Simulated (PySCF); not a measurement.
# Titanium: a sound run and one with changed settings

Sound run: Ti⁺ [Ar] 3d2 4s1, Ti²⁺ [Ar] 3d2. Calculation: PySCF 2.14, in cc-pVDZ; the non-relativistic Hamiltonian (point nucleus). In the sound run the correlated levels freeze [Ar]. The sound run starts from symmetry-adapted Hartree-Fock orbitals and uses a fine grid where one is needed.

Changed run: the spin-free X2C one-electron Hamiltonian (Gaussian nucleus). This setting is unsound on purpose.

| species | method | sound run (hartree) | changed run (hartree) | converged |
| --- | --- | --- | --- | --- |
| Ti⁺ | UHF | -848.20662 | -851.89294 | yes |
| Ti⁺ | M06-2X | -849.07575 | -852.76197 | yes |
| Ti⁺ | BP86 | -849.20186 | -852.88780 | yes |
| Ti⁺ | MP2 | -848.21454 | -851.90093 | yes |
| Ti²⁺ | UHF | -847.73378 | -851.41729 | yes |
| Ti²⁺ | M06-2X | -848.58116 | -852.26391 | yes |
| Ti²⁺ | BP86 | -848.69010 | -852.37253 | yes |
| Ti²⁺ | MP2 | -847.73645 | -851.41998 | yes |

Ionisation energy of Ti⁺:

```csv
method,sound run (eV),changed run (eV)
UHF,12.867,12.943
M06-2X,13.459,13.553
BP86,13.926,14.021
MP2,13.009,13.087
SCS-MP2,12.914,12.991
```

Most of the change in total energy is the relativistic energy itself. On top of that the contraction fixes the core shape for the Hamiltonian it was made with, so the changed run is not a good calculation with the other Hamiltonian either.

For comparison, NIST gives 13.575 eV between the lowest levels.
